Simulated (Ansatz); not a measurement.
Total energies of SnMeF3 (CH3F3Sn) from Ansatz at PBE-D4/def2-TZVP, gas phase (1 Eh = 27.2114 eV = 2625.5 kJ/mol). The reference geometry is relaxed at PBE0-D4/def2-SVP.

```tsv
state	geometry	energy (Eh)
charge 0 singlet	reference	-553.66677
charge 1 doublet	reference	-553.23328
charge 1 doublet	relaxed at PBE0-D4/def2-SVP	-553.25242
free Sn atom (triplet)	–	-214.24935
free C atom (triplet)	–	-37.79597
free H atom (doublet)	–	-0.49962
free F atom (doublet)	–	-99.66912
```

In the def2 sets Sn takes a core potential; there is no spin–orbit coupling.

Problem. Work out the vertical ionisation energy to the doublet.

Solution. E(charge 1 doublet) − E(charge 0 singlet) = -553.23328 − (-553.66677) = 0.43349 Eh = 11.80 eV. For comparison, −ε of the highest occupied level is 8.68 eV at this level, 3.12 eV less.

Problem. How much does the charge 1 doublet relax, and what is the adiabatic ionisation energy?

Solution. Relaxation: -553.23328 − (-553.25242) = 0.01914 Eh = 0.52 eV. Adiabatic ionisation energy: 0.41435 Eh = 11.28 eV, without zero-point energy. 

Problem. What is the binding energy per atom against free atoms?

Solution. Atoms: 1 × (-214.24935) + 1 × (-37.79597) + 3 × (-0.49962) + 3 × (-99.66912) = -552.55154 Eh. Binding: -552.55154 − (-553.66677) = 1.11523 Eh = 30.35 eV, or 3.79 eV for each of 8 atoms (no zero-point energy, no counterpoise term).
